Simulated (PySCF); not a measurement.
Spectrum to structure. Theory: TDDFT CAM-B3LYP/def2-SVPD, vertical, gas phase, core orbitals frozen in the response (PySCF 2.14.0, density-fitted response routines). Geometries: GFN2-xTB, one conformer each.

```
state  ν̃ (cm⁻¹)       f   main configurations (H = HOMO, L = LUMO)
   S1      50600   0.015                     H-1→L (50%), H→L (33%)
   S2      52010   0.015        H→L (49%), H-1→L (28%), H→L+1 (12%)
   S3      53380   0.016                      H→L+1 (81%), H→L (8%)
   S4      56550   0.020                              H-1→L+1 (90%)
   S5      58260   0.032    H→L+3 (29%), H→L+2 (16%), H-1→L+2 (14%)
   S6      58710   0.021                 H→L+3 (36%), H-1→L+2 (35%)
   S7      59230  0.0062    H-1→L+3 (38%), H→L+3 (9%), H-1→L+5 (8%)
   S8      59820   0.025  H-2→L (24%), H-2→L+1 (16%), H-2→L+4 (14%)
```

Problem. Which candidate is it? All have the formula C4H12N2Si.
A. `CN1CCCN1[SiH3]`
B. `C=CCN(C)N[SiH3]`
C. `CNN([SiH3])C1CC1`
D. `[C@@H]1(CN[SiH2]N1)CC`
E. `CN1CC[Si@@]1(C)N`

Solution. B. Its S1, at 6.27 eV, is the highest among the candidates; the nearest of the others has S1 at 5.93 eV. S1 is HOMO-1→LUMO (50%), HOMO→LUMO (33%). Löwdin shares by element: HOMO nitrogen 66%, carbon 15% or more (atoms not listed hold the other 19%); LUMO silicon 22%, carbon 20% or more, hydrogen 10% or more (atoms not listed hold the other 47%). At the same level the other candidates give, for their lowest levels:
- `CN1CCCN1[SiH3]`: 5.45 eV (f 0.004); 6.18 eV (f 0.005); 6.39 eV (f 0.013); 6.46 eV (f 0.013); 6.62 eV (f 0.014); T1 5.33 eV; HOMO -7.22, LUMO 1.17 eV
- `CC[C@H]1CN[SiH2]N1`: 5.93 eV (f 0.008); 5.97 eV (f 0.012); 6.30 eV (f 0.002); 6.50 eV (f 0.009); 7.20 eV (f 0.001); T1 5.63 eV; HOMO -7.93, LUMO 1.25 eV
- `CNN([SiH3])C1CC1`: 5.93 eV (f 0.003); 6.28 eV (f 0.003); 6.45 eV (f 0.010); 6.52 eV (f 0.011); 6.56 eV (f 0.003); T1 5.78 eV; HOMO -7.51, LUMO 1.34 eV
- `CN1CC[Si@@]1(C)N`: 5.66 eV (f 0.000); 6.38 eV (f 0.034); 6.51 eV (f 0.011); 6.55 eV (f 0.039); 6.84 eV (f 0.060); T1 5.56 eV; HOMO -7.31, LUMO 1.10 eV

Conformer computed: `[CH2:1]=[CH:2][CH2:3][N:4]([CH3:5])[NH:6][SiH3:7]`: C1–C2–C3–N4 132°, C2–C3–N4–C5 174°, C3–N4–N6–Si7 137°.
Triplets come from the Tamm–Dancoff approximation.
